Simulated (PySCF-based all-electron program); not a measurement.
# ZrCl4, singlet: all-electron forces

Calculated with an in-house all-electron program built on PySCF, in large uncontracted Gaussian sets near the basis limit; Koelling–Harmon scalar relativity, no spin–orbit coupling, spin-restricted. Forces are good to about 0.013 eV/Å. Atoms are numbered as listed.

Shape A:

```tsv
atom	x (Å)	y (Å)	z (Å)
Zr	0.0000	0.0000	0.0000
Cl	1.3441	1.3441	1.3441
Cl	-1.3441	-1.3441	1.3441
Cl	-1.3441	1.3441	-1.3441
Cl	1.3441	-1.3441	-1.3441
```

PBE forces:

```json
{"atom": "Zr1", "Fx": "0.000", "Fy": "0.000", "Fz (eV/Å)": "0.000"}
{"atom": "Cl2", "Fx": "0.025", "Fy": "0.025", "Fz (eV/Å)": "0.025"}
{"atom": "Cl3", "Fx": "-0.025", "Fy": "-0.025", "Fz (eV/Å)": "0.025"}
{"atom": "Cl4", "Fx": "-0.025", "Fy": "0.025", "Fz (eV/Å)": "-0.025"}
{"atom": "Cl5", "Fx": "0.025", "Fy": "-0.025", "Fz (eV/Å)": "-0.025"}
```

(1) What forces does PBE0 give in shape A?

Shape B:

```xyz
5

Zr    0.0000    0.0000    0.0000
Cl    1.4785    1.4785    1.4785
Cl   -1.3441   -1.3441    1.3441
Cl   -1.3441    1.3441   -1.3441
Cl    1.3441   -1.3441   -1.3441
```

Against shape A, Zr1–Cl2 goes from 2.328 to 2.561 Å.

PBE forces:

```json
{"atom": "Zr1", "Fx": "1.207", "Fy": "1.207", "Fz (eV/Å)": "1.207"}
{"atom": "Cl2", "Fx": "-1.226", "Fy": "-1.226", "Fz (eV/Å)": "-1.226"}
{"atom": "Cl3", "Fx": "0.059", "Fy": "0.059", "Fz (eV/Å)": "-0.098"}
{"atom": "Cl4", "Fx": "0.059", "Fy": "-0.098", "Fz (eV/Å)": "0.059"}
{"atom": "Cl5", "Fx": "-0.098", "Fy": "0.059", "Fz (eV/Å)": "0.059"}
```

(2) What forces does HSE06 give in shape B?

Shape C:

```tsv
atom	x (Å)	y (Å)	z (Å)
Zr	0.0000	0.0000	0.0000
Cl	1.2097	1.2097	1.2097
Cl	-1.3441	-1.3441	1.3441
Cl	-1.3441	1.3441	-1.3441
Cl	1.3441	-1.3441	-1.3441
```

Against shape A, Zr1–Cl2 goes from 2.328 to 2.095 Å.

PBE forces:

```json
{"atom": "Zr1", "Fx": "-3.260", "Fy": "-3.260", "Fz (eV/Å)": "-3.260"}
{"atom": "Cl2", "Fx": "3.302", "Fy": "3.302", "Fz (eV/Å)": "3.302"}
{"atom": "Cl3", "Fx": "-0.120", "Fy": "-0.120", "Fz (eV/Å)": "0.197"}
{"atom": "Cl4", "Fx": "-0.120", "Fy": "0.197", "Fz (eV/Å)": "-0.120"}
{"atom": "Cl5", "Fx": "0.197", "Fy": "-0.120", "Fz (eV/Å)": "-0.120"}
```

(3) What forces does PBE0 give in shape C?

## Answers

(1) The forces move by 0.214 eV/Å (r.m.s. over the atoms) from PBE.

```
atom      Fx      Fy  Fz (eV/Å)
 Zr1   0.000   0.000      0.000
 Cl2  -0.113  -0.113     -0.113
 Cl3   0.113   0.113     -0.113
 Cl4   0.113  -0.113      0.113
 Cl5  -0.113   0.113      0.113
```

(2) The forces move by 0.229 eV/Å (r.m.s. over the atoms) from PBE.

```csv
atom,Fx,Fy,Fz (eV/Å)
Zr1,1.204,1.204,1.204
Cl2,-1.369,-1.369,-1.369
Cl3,0.207,0.207,-0.249
Cl4,0.207,-0.249,0.207
Cl5,-0.249,0.207,0.207
```

(3) The forces move by 0.184 eV/Å (r.m.s. over the atoms) from PBE.

```csv
atom,Fx,Fy,Fz (eV/Å)
Zr1,-3.295,-3.295,-3.295
Cl2,3.205,3.205,3.205
Cl3,0.006,0.006,0.078
Cl4,0.006,0.078,0.006
Cl5,0.078,0.006,0.006
```
